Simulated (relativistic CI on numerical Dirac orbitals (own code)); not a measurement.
# Ru2+ (4d6) in a crystal field

Calculated by Dirac-Coulomb-Breit CI, orbitals from a KLI potential per configuration, QED by a radiative potential, valence Slater integrals scaled by 0.65, one configuration in a parametric crystal field (own radial code).

Field parameters in Wybourne normalisation: Oh B⁴₀ = 21Dq, B⁴₄ = √(5/14) B⁴₀. The field is a parameter set, without covalency.

S and J are read from ⟨S²⟩ = S(S + 1) and ⟨J²⟩ = J(J + 1) of each level; they are not fictitious spins.

Oh, 10Dq = 4700 cm⁻¹, the lowest 16 levels:

```csv
E (cm⁻¹),Degeneracy,Irrep,S,J
0.0,3,T2,1.99,3.85
317,2,E,1.98,3.57
416,3,T1,1.98,3.49
758,1,A1,1.96,3.15
1091,3,T1,1.98,2.70
1208,3,T2,1.98,2.46
5511,2,E,1.97,2.69
5512,3,T2,1.97,2.85
5515,1,A2,1.99,3.00
5576,3,T1,1.97,2.45
5622,1,A1,1.97,2.21
7260,1,A1,0.75,4.26
7901,2,E,1.02,4.40
8117,3,T2,1.03,4.30
8860,3,T1,1.02,4.49
9818,3,T1,0.96,3.94
```

Oh, 10Dq = 42400 cm⁻¹, the lowest 10 levels:

```json
{"E (cm⁻¹)": "0.0", "Degeneracy": "1", "Irrep": "A1", "S": "0.01", "J": "4.51"}
{"E (cm⁻¹)": "35651", "Degeneracy": "2", "Irrep": "E", "S": "1.00", "J": "4.10"}
{"E (cm⁻¹)": "35727", "Degeneracy": "3", "Irrep": "T2", "S": "1.00", "J": "4.00"}
{"E (cm⁻¹)": "36306", "Degeneracy": "3", "Irrep": "T1", "S": "1.00", "J": "3.85"}
{"E (cm⁻¹)": "36755", "Degeneracy": "1", "Irrep": "A1", "S": "1.00", "J": "3.67"}
{"E (cm⁻¹)": "39576", "Degeneracy": "3", "Irrep": "T1", "S": "0.83", "J": "4.24"}
{"E (cm⁻¹)": "40065", "Degeneracy": "2", "Irrep": "E", "S": "1.00", "J": "3.90"}
{"E (cm⁻¹)": "40594", "Degeneracy": "3", "Irrep": "T2", "S": "1.00", "J": "3.74"}
{"E (cm⁻¹)": "40883", "Degeneracy": "1", "Irrep": "A2", "S": "1.00", "J": "3.72"}
{"E (cm⁻¹)": "41142", "Degeneracy": "3", "Irrep": "T1", "S": "0.38", "J": "4.93"}
```

Oh, 10Dq = 38650 cm⁻¹, the lowest 16 levels:

| E (cm⁻¹) | Degeneracy | Irrep | S | J |
| --- | --- | --- | --- | --- |
| 0.0 | 1 | A1 | 0.01 | 4.52 |
| 31917 | 2 | E | 1.00 | 4.11 |
| 31995 | 3 | T2 | 1.00 | 4.00 |
| 32578 | 3 | T1 | 1.00 | 3.86 |
| 33038 | 1 | A1 | 1.00 | 3.68 |
| 35816 | 3 | T1 | 0.84 | 4.23 |
| 36301 | 2 | E | 1.00 | 3.91 |
| 36840 | 3 | T2 | 1.00 | 3.75 |
| 37136 | 1 | A2 | 1.00 | 3.74 |
| 37426 | 3 | T1 | 0.37 | 4.94 |
| 45185 | 3 | T2 | 0.01 | 3.65 |
| 56984 | 3 | T2 | 2.00 | 3.78 |
| 57545 | 3 | T1 | 2.00 | 3.30 |
| 57550 | 2 | E | 2.00 | 3.32 |
| 58279 | 3 | T2 | 2.00 | 2.40 |
| 58287 | 3 | T1 | 1.99 | 2.44 |

Oh, 10Dq = 34850 cm⁻¹, the lowest 10 levels:

```tsv
E (cm⁻¹)	Degeneracy	Irrep	S	J
0.0	1	A1	0.01	4.52
28136	2	E	1.00	4.12
28217	3	T2	1.00	4.00
28804	3	T1	1.00	3.87
29276	1	A1	1.00	3.70
32000	3	T1	0.84	4.22
32483	2	E	1.00	3.92
33034	3	T2	1.00	3.77
33338	1	A2	1.00	3.76
33666	3	T1	0.35	4.96
```

Oh, 10Dq = 31100 cm⁻¹, the lowest 16 levels:

| E (cm⁻¹) | Degeneracy | Irrep | S | J |
| --- | --- | --- | --- | --- |
| 0.0 | 1 | A1 | 0.02 | 4.53 |
| 24409 | 2 | E | 1.00 | 4.13 |
| 24492 | 3 | T2 | 1.00 | 4.01 |
| 25082 | 3 | T1 | 1.00 | 3.88 |
| 25570 | 1 | A1 | 1.01 | 3.71 |
| 28229 | 3 | T1 | 0.86 | 4.21 |
| 28709 | 2 | E | 1.00 | 3.93 |
| 29273 | 3 | T2 | 1.00 | 3.79 |
| 29588 | 1 | A2 | 1.00 | 3.80 |
| 29963 | 3 | T1 | 0.34 | 4.98 |
| 37544 | 3 | T2 | 0.02 | 3.69 |
| 42053 | 3 | T2 | 1.99 | 3.78 |
| 42625 | 3 | T1 | 1.99 | 3.31 |
| 42635 | 2 | E | 1.99 | 3.34 |
| 43358 | 3 | T2 | 1.99 | 2.41 |
| 43373 | 3 | T1 | 1.99 | 2.47 |

The free-ion ground term has S = 2. The field overcomes the spin-pairing energy for Oh, 10Dq = 42400 cm⁻¹; Oh, 10Dq = 38650 cm⁻¹; Oh, 10Dq = 34850 cm⁻¹; Oh, 10Dq = 31100 cm⁻¹, where the ground state has lower spin; these fields are assumed values.

Levels of this model without a field, named by their leading LS term (the scale mimics covalency, so terms lie below those of the real free ion): 5D_4 0, 5D_3 1116, 5D_2 1726, 5D_1 2139, 5D_0 2332, 3H_4 11531, 3H_6 11537, 3H_5 11823 cm⁻¹.
